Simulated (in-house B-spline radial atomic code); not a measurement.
A run on the sulfur ion S²⁺ (an excited or competing configuration) that did not converge. Method: non-relativistic wB97X, spin-polarised, spherical fractional occupations, exact exchange averaged over the configuration, point nucleus; computed with a B-spline radial code for spherical atoms.

Command:
```bash
python run_scf.py task.json out
```
Settings:
```
Z                16
configuration    [Ne] 3s1 3p2 4s1
hamiltonian      nr
method           wb97x
spin_polarised   True
exact_exchange   averaged over the configuration
```

First and last ten iterations of the last attempt (damped for 15 steps, keeping 80 % of the old Fock matrix, then DIIS):
```
 iter        energy (Eh)    residual
    1        -394.668286    2.50e-01
    2        -395.814920    9.31e-02
    3        -395.859882    6.82e-02
    4        -395.884109    4.99e-02
    5        -395.897176    3.65e-02
    6        -395.904233    2.67e-02
    7        -395.908051    1.95e-02
    8        -395.910122    1.42e-02
    9        -395.911251    1.04e-02
   10        -395.911868    7.68e-03
  111        -395.912648    7.00e-06
  112        -395.912648    7.83e-06
  113        -395.912648    9.39e-06
  114        -395.912648    1.07e-05
  115        -395.912648    2.12e-06
  116        -395.912648    2.84e-06
  117        -395.912648    3.00e-06
  118        -395.912648    3.65e-06
  119        -395.912648    2.95e-06
  120        -395.912648    2.85e-06
 not converged after 120 iterations
```

The smallest residual met was 2.1e-06; the threshold is about 2e-07. Over the last five steps the energy moves by less than 1e-08 hartree, but the orbitals didn't meet the threshold. Cost of the run: 2.6 s on 1 thread of Intel(R) Xeon(R) 6975P-C, with other jobs on the host.
